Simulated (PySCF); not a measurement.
An excited-state job on `C/N=C\[SiH2]B(F)F`.

Computed with TDDFT CAM-B3LYP/def2-SVPD, vertical, gas phase, core orbitals frozen in the response (PySCF 2.14.0, density-fitted response routines). Geometry: GFN2-xTB. The input is one job of a driver script: a line of settings, then coordinates in Å.

Command:
```bash
OMP_NUM_THREADS=1 python probes_run.py task.json out
```

Input:
```
{"job": {"kind": "uv", "xc": "CAM-B3LYP", "basis": "def2-SVPD", "nstates": 8, "ntriplets": 3}, "charge": 0, "multiplicity": 1}
C      1.796323     0.123883    -0.616131
N      1.606465    -0.380702     0.699034
C      0.477751    -0.712879     1.136734
Si    -1.242450    -0.685364     0.270682
B     -1.711605     1.152834    -0.275684
F     -1.631094     1.606138    -1.516687
F     -2.097329     2.095545     0.567345
H      0.861111     0.265898    -1.178548
H      2.326800     1.074326    -0.540215
H      2.441305    -0.571599    -1.154913
H      0.488355    -1.079916     2.159883
H     -1.176965    -1.634243    -0.850085
H     -2.143056    -1.253436     1.280856
```

Task: Estimate the output.

Result: 
```
coarse grid: 11840 points
cycle   1  E = -648.0354932273  dE =  7.375e-01  |g| = 6.650e-01  |ddm| = 5.247e+00
cycle   2  E = -647.9951004078  dE =  4.039e-02  |g| = 8.837e-01  |ddm| = 1.886e+00
cycle   3  E = -648.1265958855  dE = -1.315e-01  |g| = 5.672e-02  |ddm| = 1.023e+00
cycle   4  E = -648.1270041046  dE = -4.082e-04  |g| = 4.712e-02  |ddm| = 1.817e-01
cycle   5  E = -648.1274675553  dE = -4.635e-04  |g| = 9.946e-03  |ddm| = 8.819e-02
cycle   6  E = -648.1274927042  dE = -2.515e-05  |g| = 1.875e-03  |ddm| = 2.302e-02
cycle   7  E = -648.1274941249  dE = -1.421e-06  |g| = 7.363e-04  |ddm| = 6.497e-03
final grid: 111984 points
cycle   8  E = -648.2124294017  dE = -4.104e-05  |g| = 2.850e-03  |ddm| = 5.746e-02
cycle   9  E = -648.2124298187  dE = -4.170e-07  |g| = 2.655e-03  |ddm| = 1.069e-02
cycle  10  E = -648.2124314120  dE = -1.593e-06  |g| = 4.872e-04  |ddm| = 4.919e-03
cycle  11  E = -648.2124314469  dE = -3.489e-08  |g| = 2.685e-04  |ddm| = 1.183e-03
cycle  12  E = -648.2124314625  dE = -1.560e-08  |g| = 4.734e-05  |ddm| = 4.326e-04
cycle  13  E = -648.2124314629  dE = -4.316e-10  |g| = 1.298e-05  |ddm| = 6.995e-05
converged SCF energy = -648.2124314629

Static polarisability (au): isotropic 74.022, principal 61.480 72.787 87.798

Singlet excitations
state   eV       nm        f      main configurations
  1   4.0884    303.3   0.00342   H->L+1 0.61, H->L 0.34
  2   5.3653    231.1   0.10404   H->L 0.62, H->L+1 0.33
  3   6.5101    190.4   0.05420   H-1->L 0.80, H-2->L 0.12
  4   6.7053    184.9   0.04721   H->L+2 0.80, H->L+5 0.11
  5   6.9768    177.7   0.00407   H->L+3 0.82
  6   7.3152    169.5   0.04498   H-2->L 0.64, H-1->L+1 0.15, H-1->L 0.13
  7   7.3869    167.8   0.14578   H-1->L+1 0.67, H-2->L 0.18
  8   7.4753    165.9   0.01377   H->L+5 0.49, H->L+6 0.26

Triplet excitations (Tamm-Dancoff, eV): 3.3201 4.6426 4.7732
```

The SCF starts on a coarse grid where the log names one; the energy can jump when the final grid takes over, and dE then counts from the start density on the new grid. H and L stand for HOMO and LUMO; the number after each pair is its weight.

Task: Give the mean polarisability as a volume in Å³, and the ratio of the largest to the smallest principal value.

Result: 74.022 au × 0.148185 = 10.97 Å³; 87.798/61.480 = 1.43.

Task: Give S1 in cm⁻¹ and kJ/mol.

Result: 4.0884 eV × 8065.54 = 32975 cm⁻¹; × 96.485 = 394.5 kJ/mol.

Summary of the converged run: HOMO -8.36 eV, LUMO -0.49 eV; lowest singlet 4.09 eV; lowest triplet 3.32 eV (Tamm–Dancoff); mean polarisability 74.0 au.

Task: Estimate the wall time. Hardware: one thread of an Arm Neoverse N1, on a shared host. And the peak memory of the process?

Result: About 66 s, with 0.89 GiB resident at the peak, the Python interpreter and its libraries included.

One conformer stands for the species.
Labels such as C1 count atoms from 1, the log's own numbers from 0.
